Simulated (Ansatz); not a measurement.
Ansatz (an electronic-structure program) input (CCSD(T)/6-31G*):

Ansatz 0.2 input:
```yaml
crystal:
  periodic: [false, false, false]
  atoms:
    - {symbol: C, position_ang: [-1.49086644, -1.48642131, 0.54350298]}
    - {symbol: C, position_ang: [-1.53715923, -0.14320390, -0.19886983]}
    - {symbol: B, position_ang: [-0.15251563, 0.61641535, -0.31535330]}
    - {symbol: N, position_ang: [-0.10359829, 1.99031485, -0.04594207]}
    - {symbol: C, position_ang: [1.18781013, -0.12741452, -0.72463308]}
    - {symbol: C, position_ang: [1.98907001, -0.59754590, 0.50503714]}
    - {symbol: H, position_ang: [-0.77093172, -2.16856129, 0.08691550]}
    - {symbol: H, position_ang: [-1.19644841, -1.35374736, 1.58708875]}
    - {symbol: H, position_ang: [-2.46267352, -1.98461084, 0.53848404]}
    - {symbol: H, position_ang: [-2.30447656, 0.49714571, 0.25099140]}
    - {symbol: H, position_ang: [-1.87894993, -0.32947890, -1.22666707]}
    - {symbol: H, position_ang: [0.73218828, 2.54398025, -0.14142828]}
    - {symbol: H, position_ang: [-0.90307902, 2.52113089, 0.25861849]}
    - {symbol: H, position_ang: [0.96987096, -0.99448033, -1.35585430]}
    - {symbol: H, position_ang: [1.82401622, 0.53321485, -1.32452671]}
    - {symbol: H, position_ang: [2.26536111, 0.24628949, 1.14125869]}
    - {symbol: H, position_ang: [1.40995647, -1.28955658, 1.11914338]}
    - {symbol: H, position_ang: [2.90980562, -1.10809265, 0.21411395]}
basis:
  gaussian:
    orbitals: 6-31G*
magnetization: {spin_polarized: false}
correlation: {method: ccsd_t, electrons: outside_noble_gas}
```

Output:

```
Functional definition: HF
integrals: 0.21 GiB planned
1235 factors; integrals over basis functions are off by at most 8.8e-4 eV
0.50 GiB of device memory are held for the factors and their scratch space
mean field: 0.48 GiB planned
mean field evaluation 1: about -6462.5867 eV, gradient 3.9e1 eV
mean field evaluation 2: about -6462.6632 eV, gradient 3.9e1 eV
mean field evaluation 4: about -6466.6264 eV, gradient 3.8e0 eV
mean field evaluation 8: about -6466.6725 eV, gradient 1.7e-1 eV
mean field evaluation 16: about -6466.5902 eV, gradient 6.6e-1 eV
mean field -6466.67258553 eV, -237.6458342502 hartree, gradient 4.8e-6 eV, S^2 0.000000; 0 other end points of the search recorded, 0 dependent functions left out
6 core orbitals not correlated
reference -6466.67258553 eV, -237.6458342502 hartree; 18, 18 occupied and 90, 90 virtual orbitals, 1235 factors
second order -20.85004149 eV of doubles, -0.00000000 eV of singles
coupled cluster: 2.88 GiB planned
cycle   1  -22.07415410 eV  change    -1.2e0 eV  update   9.9e-2
cycle   2  -22.69078675 eV  change   -6.2e-1 eV  update   2.9e-2
cycle   3  -22.79808548 eV  change   -1.1e-1 eV  update   1.3e-2
cycle   4  -22.79988301 eV  change   -1.8e-3 eV  update   3.8e-3
cycle   5  -22.79990937 eV  change   -2.6e-5 eV  update   1.7e-3
cycle   6  -22.79955134 eV  change    3.6e-4 eV  update   5.1e-4
cycle   7  -22.79937380 eV  change    1.8e-4 eV  update   1.5e-4
cycle   8  -22.79935446 eV  change    1.9e-5 eV  update   4.6e-5
cycle   9  -22.79934937 eV  change    5.1e-6 eV  update   1.1e-5
perturbative correction -0.63828089 eV, -0.0234563902 hartree
Total energy: -6490.11021580 eV, -238.5071512759 hartree
```
